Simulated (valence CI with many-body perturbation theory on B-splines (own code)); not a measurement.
**W50+: E2, M1 decay**

Method: relativistic CI+MBPT: six valence electrons over a frozen Dirac-Fock core [Ar], a basis of 7 s, 7 p, 8 d, 6 f, 4 g, 1 h functions for each j, with the one-electron correlation potential Σ1, the two-electron term Σ2, the three-electron term Σ3, Breit, model QED; selected CI, second order for the rest, scaled by the run's own slope (own B-spline code, finite nucleus).

The last digits are not significant, and no measured levels were compared; by estimate large intervals hold to a few tenths of a per cent, small ones and those within an open d or f shell to about a per cent. Core correlation moves these levels by up to 15000 cm⁻¹, and in measured spectra 5 to 20 % of such shifts remained as error; rates that hang on mixing are uncertain with them. Among the levels kept, up to 1000 cm⁻¹ of a level comes from second order outside the variational space, and about a tenth of that is noise between levels of different J, which matters for small intervals. The list stops below the first excitations out of the core. Only levels of the ground parity were solved; by the run's estimate the other parity begins above the list, which can be wrong where configurations are misplaced.

Lines 1 to 50 of 107 in falling wavelength, among levels below 2064700 cm⁻¹, chosen from the decays that carry over 1 % of a level's rate. Wavelengths and rates use the calculated energies. Electric multipoles are in the length gauge with retardation, E1 and E2 with the static RPA response of the core. M1 uses the relativistic operator with retardation. S is in atomic units (e²a₀⁴ for E2 and M2, e²a₀⁶ for E3), for M1 in squared Bohr magnetons. Weak lines are less certain than strong ones. Lines between different terms over intervals too small for the method are left out, as are lines whose strength nearly cancels. The highest levels of a list are the least certain.

Levels are named by their leading jj configuration (3d3/2^4 stands for four electrons in 3d with j = 3/2), which in mixed levels can hold well under half, so a name can repeat and another be missing. Letters in brackets count levels of one name in rising energy.

| λ vac (nm) | Upper | Lower | Type | A (s⁻¹) | S (a.u.) |
| --- | --- | --- | --- | --- | --- |
| 160.7 | (3d3/2^4 3d5/2^2) J=2 | (3d3/2^4 3d5/2^2) J=4 | E2 | 2.00e-02 | 9.55e-04 |
| 90.83 | (3d3/2^3 3d5/2^3) J=4 [b] | (3d3/2^3 3d5/2^3) J=3 [b] | M1 | 3.03e+03 | 7.58e-01 |
| 85.98 | (3d3/2^3 3d5/2^3) J=2 [b] | (3d3/2^3 3d5/2^3) J=3 [b] | M1 | 9.52e+03 | 1.12e+00 |
| 70.51 | (3d3/2^3 3d5/2^3) J=3 [b] | (3d3/2^3 3d5/2^3) J=3 [a] | M1 | 1.51e+04 | 1.37e+00 |
| 69.02 | (3d3/2^4 3d5/2^2) J=0 | (3d3/2^4 3d5/2^2) J=2 | E2 | 4.87e+00 | 6.81e-04 |
| 56.45 | (3d3/2^3 3d5/2^3) J=0 | (3d3/2^3 3d5/2^3) J=1 [a] | M1 | 6.20e+04 | 4.14e-01 |
| 56.43 | (3d3/2^3 3d5/2^3) J=4 [b] | (3d3/2^3 3d5/2^3) J=5 | M1 | 7.97e+03 | 4.78e-01 |
| 45.72 | (3d3/2^3 3d5/2^3) J=2 [b] | (3d3/2^3 3d5/2^3) J=1 [a] | M1 | 4.22e+03 | 7.47e-02 |
| 45.56 | (3d3/2^3 3d5/2^3) J=1 [b] | (3d3/2^3 3d5/2^3) J=1 [a] | M1 | 3.54e+04 | 3.72e-01 |
| 41.57 | (3d3/2^3 3d5/2^3) J=4 [b] | (3d3/2^3 3d5/2^3) J=4 [a] | M1 | 1.98e+04 | 4.75e-01 |
| 38.74 | (3d3/2^3 3d5/2^3) J=2 [b] | (3d3/2^3 3d5/2^3) J=3 [a] | M1 | 5.36e+04 | 5.77e-01 |
| 31.34 | (3d3/2^2 3d5/2^4) J=0 [a] | (3d3/2^3 3d5/2^3) J=1 [b] | M1 | 1.47e+05 | 1.68e-01 |
| 29.42 | (3d3/2^3 3d5/2^3) J=1 [a] | (3d3/2^4 3d5/2^2) J=0 | M1 | 3.94e+05 | 1.12e+00 |
| 26.99 | (3d3/2^2 3d5/2^4) J=3 [a] | (3d3/2^3 3d5/2^3) J=2 [b] | M1 | 1.32e+05 | 6.75e-01 |
| 26.10 | (3d3/2^2 3d5/2^4) J=5 | (3d3/2^3 3d5/2^3) J=4 [b] | M1 | 3.59e+05 | 2.61e+00 |
| 24.31 | (3d3/2^2 3d5/2^4) J=2 [a] | (3d3/2^3 3d5/2^3) J=3 [b] | M1 | 8.99e+04 | 2.39e-01 |
| 23.17 | (3d3/2^2 3d5/2^4) J=3 [b] | (3d3/2^3 3d5/2^3) J=2 [b] | M1 | 1.30e+05 | 4.19e-01 |
| 22.84 | (3d3/2^2 3d5/2^4) J=3 [b] | (3d3/2^3 3d5/2^3) J=4 [b] | M1 | 7.13e+05 | 2.21e+00 |
| 22.68 | (3d3/2^2 3d5/2^4) J=0 [b] | (3d3/2^2 3d5/2^4) J=1 | M1 | 2.22e+05 | 9.59e-02 |
| 22.45 | (3d3/2^3 3d5/2^3) J=3 [a] | (3d3/2^4 3d5/2^2) J=2 | M1 | 8.09e+05 | 2.38e+00 |
| 22.16 | (3d3/2^2 3d5/2^4) J=1 | (3d3/2^3 3d5/2^3) J=1 [b] | M1 | 7.08e+05 | 8.56e-01 |
| 22.13 | (3d3/2^2 3d5/2^4) J=4 [b] | (3d3/2^3 3d5/2^3) J=3 [c] | M1 | 1.28e+05 | 4.63e-01 |
| 22.12 | (3d3/2^2 3d5/2^4) J=1 | (3d3/2^3 3d5/2^3) J=2 [b] | M1 | 6.20e+05 | 7.46e-01 |
| 21.83 | (3d3/2 3d5/2^5) J=3 | (3d3/2^2 3d5/2^4) J=4 [c] | M1 | 7.34e+05 | 1.98e+00 |
| 21.74 | (3d3/2^2 3d5/2^4) J=4 [a] | (3d3/2^3 3d5/2^3) J=3 [b] | M1 | 1.91e+05 | 6.56e-01 |
| 21.14 | (3d3/2^2 3d5/2^4) J=4 [b] | (3d3/2^3 3d5/2^3) J=4 [b] | M1 | 3.34e+04 | 1.05e-01 |
| 20.95 | (3d3/2^2 3d5/2^4) J=2 [b] | (3d3/2^3 3d5/2^3) J=1 [b] | M1 | 6.18e+04 | 1.05e-01 |
| 20.93 | (3d3/2 3d5/2^5) J=2 | (3d3/2^2 3d5/2^4) J=2 [c] | M1 | 3.98e+05 | 6.77e-01 |
| 20.92 | (3d3/2^2 3d5/2^4) J=2 [b] | (3d3/2^3 3d5/2^3) J=2 [b] | M1 | 1.37e+05 | 2.33e-01 |
| 20.63 | (3d3/2^3 3d5/2^3) J=1 [a] | (3d3/2^4 3d5/2^2) J=2 | M1 | 3.37e+06 | 3.29e+00 |
| 20.54 | (3d3/2^2 3d5/2^4) J=3 [a] | (3d3/2^3 3d5/2^3) J=3 [b] | M1 | 2.32e+05 | 5.21e-01 |
| 20.26 | (3d3/2^2 3d5/2^4) J=1 | (3d3/2^3 3d5/2^3) J=0 | M1 | 8.95e+05 | 8.28e-01 |
| 20.20 | (3d3/2 3d5/2^5) J=3 | (3d3/2^2 3d5/2^4) J=2 [c] | M1 | 1.22e+06 | 2.61e+00 |
| 20.06 | (3d3/2^2 3d5/2^4) J=3 [a] | (3d3/2^3 3d5/2^3) J=2 [a] | M1 | 7.63e+05 | 1.60e+00 |
| 19.70 | (3d3/2^3 3d5/2^3) J=3 [a] | (3d3/2^4 3d5/2^2) J=4 | M1 | 2.60e+06 | 5.15e+00 |
| 19.46 | (3d3/2^2 3d5/2^4) J=2 [a] | (3d3/2^3 3d5/2^3) J=1 [a] | M1 | 1.65e+06 | 2.26e+00 |
| 19.27 | (3d3/2^3 3d5/2^3) J=4 [a] | (3d3/2^4 3d5/2^2) J=4 | M1 | 3.05e+06 | 7.29e+00 |
| 18.98 | (3d3/2^2 3d5/2^4) J=4 [a] | (3d3/2^3 3d5/2^3) J=5 | M1 | 9.00e+05 | 2.05e+00 |
| 18.57 | (3d3/2^2 3d5/2^4) J=0 [a] | (3d3/2^3 3d5/2^3) J=1 [a] | M1 | 8.04e+06 | 1.91e+00 |
| 18.25 | (3d3/2^2 3d5/2^4) J=3 [b] | (3d3/2^3 3d5/2^3) J=3 [b] | M1 | 1.56e+06 | 2.46e+00 |
| 18.07 | (3d3/2^2 3d5/2^4) J=2 [a] | (3d3/2^3 3d5/2^3) J=3 [a] | M1 | 5.57e+06 | 6.09e+00 |
| 17.97 | (3d3/2^2 3d5/2^4) J=2 [c] | (3d3/2^3 3d5/2^3) J=3 [c] | M1 | 1.60e+06 | 1.72e+00 |
| 17.88 | (3d3/2^3 3d5/2^3) J=1 [b] | (3d3/2^4 3d5/2^2) J=0 | M1 | 1.34e+06 | 8.52e-01 |
| 17.87 | (3d3/2^2 3d5/2^4) J=3 [b] | (3d3/2^3 3d5/2^3) J=2 [a] | M1 | 9.61e+05 | 1.42e+00 |
| 17.85 | (3d3/2^2 3d5/2^4) J=5 | (3d3/2^3 3d5/2^3) J=5 | M1 | 9.33e+05 | 2.16e+00 |
| 17.83 | (3d3/2^2 3d5/2^4) J=5 | (3d3/2^3 3d5/2^3) J=6 | M1 | 1.89e+06 | 4.36e+00 |
| 17.59 | (3d3/2 3d5/2^5) J=4 | (3d3/2^2 3d5/2^4) J=3 [b] | M1 | 1.26e+06 | 2.28e+00 |
| 17.52 | (3d3/2^2 3d5/2^4) J=2 [c] | (3d3/2^3 3d5/2^3) J=1 [b] | M1 | 8.45e+05 | 8.42e-01 |
| 17.50 | (3d3/2 3d5/2^5) J=2 | (3d3/2^2 3d5/2^4) J=2 [b] | M1 | 1.29e+06 | 1.29e+00 |
| 17.50 | (3d3/2^2 3d5/2^4) J=2 [c] | (3d3/2^3 3d5/2^3) J=2 [b] | M1 | 1.79e+06 | 1.78e+00 |
